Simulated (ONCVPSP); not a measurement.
What one change does to a pseudopotential (He, ONCV)

| Quantity | Value |
| --- | --- |
| Element | He (Z = 2) |
| Generator | ONCVPSP 4.0.1 |
| Type | optimised norm-conserving Vanderbilt (ONCV) |
| Functional | LDA (Perdew-Zunger) |
| Relativity | scalar-relativistic |
| Frozen core | none |
| Valence charge | 2 |
| Reference configuration | 1s2 |
| Partial waves | 1s: rc 0.50 bohr, ncon 4, nbas 7, qcut 15.7 1/bohr, 1 projector; p scattering state at 0.23 Ha: rc 0.50 bohr, ncon 4, nbas 7, qcut 17.2 1/bohr, 1 projector |
| Local potential | polynomial inside 0.40 bohr (lpopt 5, dvloc0 0 Ha) |
| Core correction | none |

All-electron outer shells of the reference configuration (LDA (Perdew-Zunger), scalar-relativistic, ld1.x):

```
shell  level (eV)  outermost node (bohr)  outermost maximum (bohr)
   1s      -15.52                      –                      0.57
```

Change: s: rc 0.74.

Cutoffs: the cutoffs (Ha) at which the residual kinetic energy of the hardest occupied pseudo-wave falls to 1 and 0.1 mHa per electron; they do not see the model core or the augmentation charge, which bear on the density cutoff. Errors are all-electron minus pseudo energies relative to the spin-unpolarised reference configuration.

Q: How do hardness, ghosts and transferability respond?

A: The potential gets softer (92 Ha and 131 Ha → 66 Ha and 87 Ha); neither file shows a bound ghost. A larger radius leaves more room for a smooth pseudo-wave, so fewer plane waves are needed.

| quantity | base | changed |
| --- | --- | --- |
| cutoff, loose | 92 Ha | 66 Ha |
| cutoff, tight | 131 Ha | 87 Ha |
| bound ghosts | none | none |
| GHOST(+) flags under 300 eV | none | none |
| error for 1s1, meV [ΔE 26.49 eV] | +2.0 | +10 |
| error for 1s1.5, meV [ΔE 10.37 eV] | 0.0 | +1.4 |
| p: phases at 0.51 bohr within 0.05 rad from the reference energy up to (Ha; the scan ends near 5) | to the end of the scan | to the end of the scan |
